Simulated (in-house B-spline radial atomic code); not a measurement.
## OLYP excitations of Li II (Li+)

Method: OLYP. Computed with a B-spline radial code for spherical atoms: linear response of the closed shell 1s2 with the functional's adiabatic kernel; non-relativistic, point nucleus, no spin-orbit coupling, no double excitations, S, P, D and F terms only.

Command:
```bash
python run_td.py task.json out
```
Settings (radii: box in bohr, nucleus in fm):
```
Z                        3
electrons                2
configuration            1s2
hamiltonian              nr
method                   optx,lyp
box_radius               41.61
intervals                48
```

Run time, properties included: 0.1 s on 1 thread of Arm Neoverse N1 (shared host).

The lowest states, in the order of their Tamm-Dancoff energies; the method's threshold (minus the highest occupied level) is 60.62 eV. Labels give the largest channel, * marks a mixed state, and oscillator strengths are full-response dipole values. Measured ¹D terms are left out, since they can mix with doubly excited terms. Semilocal kernels can invert the small singlet-triplet splittings of Rydberg terms. Energies in eV:

```csv
state,full response,Tamm-Dancoff,oscillator strength,measured (J-weighted term)
1s → 2s 3S,?,?,-,?
1s → 2s 1S,53.89,53.96,-,-
1s → 2p 3P,54.58,54.60,-,61.281
1s → 2p 1P,?,?,?,?
1s → 3s 3S,58.20,58.20,-,68.781
1s → 3s 1S,58.43,58.44,-,69.279
1s → 3p 3P,58.65,58.65,-,69.369
1s → 3p 1P,58.76,58.77,0.0372,69.648
```

Question: Where does 1s → 2p 1P lie?

Answer: At 55.32 eV in full response, 55.33 eV in Tamm-Dancoff, oscillator strength 0.261; measured 62.216 eV.

Question: Where does 1s → 2s 3S lie?

Answer: At 52.30 eV in full response, 52.32 eV in Tamm-Dancoff; measured 59.021 eV.

Question: How large is the singlet-triplet splitting of 1s → 2s (S terms) in Tamm-Dancoff?

Answer: 1.65 eV, from the unrounded values.

Question: What polarisabilities and dispersion coefficient does the method give?

Answer: Dipole 0.2072 bohr³, quadrupole 0.1393 bohr⁵, C6 0.08596 hartree·bohr⁶ for two such species.
